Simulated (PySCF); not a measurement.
# C₆ coefficients of unlike pairs at UHF

Calculated with PySCF 2.14 from the dipole response of each species, C₆(A,B) = (3/π) ∫ α_A(iu) α_B(iu) du, in atomic units, from isotropic polarisabilities. For ions this is the dispersion term alone; charge-induced terms of lower order in 1/R come first.

| species | configuration | basis | relativity | α (bohr³) | C₆ (like pair) |
| --- | --- | --- | --- | --- | --- |
| Si+ | [Ne] 3s2 3p1 (2P) | aug-cc-pCVTZ-DK (8s7p5d3f) | spin-free X2C | 19.56 | 105.3 |
| B(2+) | [He] 2s1 (2S) | aug-cc-pVDZ-DK (4s3p2d) | spin-free X2C | 8.086 | 11.46 |
| V(3+) | [Ar] 3d2 (3F) | aug-cc-pVTZ-DK (8s7p5d3f2g) | spin-free X2C | 2.089 | 5.306 |
| P+ | [Ne] 3s2 3p2 (3P) | dyall-av3z (19s12p3d2f) | none | 14.41 | 74.56 |

Q: Estimate C₆ for V(3+) with B(2+).

A: The integral gives 5.270. The combination rule 2 C_A C_B / (C_A α_B/α_A + C_B α_A/α_B) gives 5.173 and the geometric mean 7.797.

No spin-orbit coupling is included.

The other pairs:

```tsv
pair	C₆
P+, B(2+)	27.56
P+, V(3+)	16.65
V(3+), Si+	18.46
B(2+), Si+	33.92
P+, Si+	87.83
```
